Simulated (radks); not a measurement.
Values are calculated unless marked as measured or tabulated.
Yb+, 69 electrons, occupied as [Xe] 4f14 6s1 (the NIST ground configuration). Code: a radial shooting solver on a logarithmic mesh with Libxc functionals. Model: non-relativistic Kohn-Sham, PBEsol, spin-unpolarised, spherical densities, point nucleus; relativity is left out, which matters for an element this heavy.

Unscreened Slater integrals over Kohn-Sham orbitals (eV).

integral     value
F0(6s,6s)   6.4132
F0(6s,4f)   8.4079
G3(6s,4f)  0.24387
F0(6s,5p)   8.0193
G1(6s,5p)  0.54740
F0(6s,5s)   8.1133
G0(6s,5s)  0.32053
F0(4f,4f)   34.469
F2(4f,4f)   16.057
F4(4f,4f)   10.015
F6(4f,4f)   7.1888
F0(4f,5p)   19.931
F2(4f,5p)   6.2818
G2(4f,5p)   3.1265
G4(4f,5p)   2.4074
F0(4f,5s)   22.039
G3(4f,5s)   3.4488
F0(5p,5p)   16.337
F2(5p,5p)   8.7520
F0(5p,5s)   17.323
G1(5p,5s)   11.821
F0(5s,5s)   18.542
